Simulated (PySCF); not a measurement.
## A run with a changed setting

The sound run of [La4O4]4+ (singlet) uses PySCF 2.14.0, RKS PBE0, La lcecp-1-SVP with ECP46, O def2-SVP; non-relativistic Hamiltonian with scalar-relativistic core potentials where named; density fitting; no spin-orbit coupling, grid (50, 194), threshold 1e-8 and 55 cycles at the relaxed geometry. This run differs:

```python
mol = gto.M(atom='''
La     1.28396     1.28396     1.28396
La     1.28396    -1.28396    -1.28396
La    -1.28396     1.28396    -1.28396
La    -1.28396    -1.28396     1.28396
O      0.98349     0.98349    -0.98349
O      0.98349    -0.98349     0.98349
O     -0.98349     0.98349     0.98349
O     -0.98349    -0.98349    -0.98349''',
    basis={'La': 'lcecp-1-SVP', 'O': 'def2-SVP'},
    ecp={'La': 'lcecp-1-SVP'},
    charge=4, spin=0)
mf = dft.RKS(mol, xc='PBE0')
mf.grids.atom_grid = (50, 194)  # f atoms: unpruned, at least (60, 302)
mf = mf.density_fit()  # fitting sets: La AutoAux, O def2-universal-JKFIT
mf.conv_tol = 1e-08; mf.max_cycle = 95
mf.kernel(mf.get_init_guess(key='1e'))
mf.nuc_grad_method().kernel()
```

What was changed, and how did it end?

The start was changed to the bare core Hamiltonian. It converged in 15 cycles, 0.000 eV from the sound run, largest force component 0.00 eV/Å. The cycle limit differs too. No harm here: the result survives it.
```
init E= -330.889963561262
cycle= 1 E= -304.753425958514  delta_E= 26.1  |g|= 11.5  |ddm|= 56.6
cycle= 2 E= -330.494847022938  delta_E= -25.7  |g|= 14.6  |ddm|= 55.9
cycle= 3 E= -400.651608793092  delta_E= -70.2  |g|= 9.73  |ddm|= 30.1
cycle= 4 E= -414.443239371435  delta_E= -13.8  |g|=  6.9  |ddm|= 9.14
cycle= 5 E= -423.272386141644  delta_E= -8.83  |g|= 3.09  |ddm|= 6.23
...
cycle= 13 E= -425.758335175486  delta_E= -9.16e-08  |g|= 0.00032  |ddm|= 0.000871
cycle= 14 E= -425.758335197359  delta_E= -2.19e-08  |g|= 2.82e-05  |ddm|= 0.000368
cycle= 15 E= -425.75833519764  delta_E= -2.8e-10  |g|= 3.27e-06  |ddm|= 6.51e-05
Extra cycle  E= -425.758335197638  delta_E= 1.48e-12  |g|= 5.02e-06  |ddm|= 1.05e-05
converged SCF energy = -425.758335197638
```

Run from Python with OMP_NUM_THREADS=4; the lines above give its settings.
It took 18 s on 4 threads of AMD EPYC 9R45 96-Core Processor (Zen 5), with other jobs on the host.
